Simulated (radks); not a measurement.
Values are calculated unless marked as measured or tabulated.
Problem. The mean radii <r> (bohr) of the occupied orbitals of an atom or ion are listed with their occupations. Level of theory: scalar-relativistic Kohn-Sham, XLYP, spin-polarised, spherical densities, point nucleus (a radial shooting solver on a logarithmic mesh with Libxc functionals).

orbital  occ.      <r>
1s up       1  0.07683
1s down     1  0.07682
2s up       1   0.3639
2s down     1   0.3637
2p up       3   0.3269
2p down     3   0.3269
3s up       1    1.093
3s down     1    1.100
3p up       3    1.156
3p down     1    1.168

Name the element and its charge. Open shells, if any, are filled with parallel spins first.

Solution. Z = 20, calcium, charge +4: Ca4+ in [Ne] 3s2 3p4. The 1s radius gives Z: for a bare nucleus <r> = (2 gamma + 1)/(2Z) with gamma = sqrt(1 - (Z/c)^2), 0.07446 bohr for Z = 20, and screening makes it slightly larger (0.07683 here). The occupations add up to 16, and the charge is Z minus that.
